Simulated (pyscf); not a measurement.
Single points on ωB97X-D3(BJ)/def2-SVP structures (PySCF, gas phase). Correlated levels are frozen-core, on RHF or UHF. ΔMP2 is the change of the MP2 total energy from the triple- to the quadruple-zeta basis.

Estimate the classical barrier height and the reaction energy of `[CH2]=[SiH][Cl]` → `[CH3][Si][Cl]` [singlet] at CCSD(T)/def2-TZVPP + ΔMP2(QZVPP). The step runs on the singlet surface, breaks H–Si and forms C–H; take the reactant's lowest minimum found as zero.

ΔE‡ = 33.5 kcal/mol, ΔE = -10.9 kcal/mol. Zero-point energy shifts the barrier by -1.2 kcal/mol. It is a hydrogen shift, with an imaginary mode of 1043i cm⁻¹. This is the saddle that the search found; another between the same sides may lie lower. The CCSD(T) − MP2 part came from Ansatz, without density fitting, on the same reference. The largest closed-shell T1 diagnostic is 0.031, which may signal static correlation.
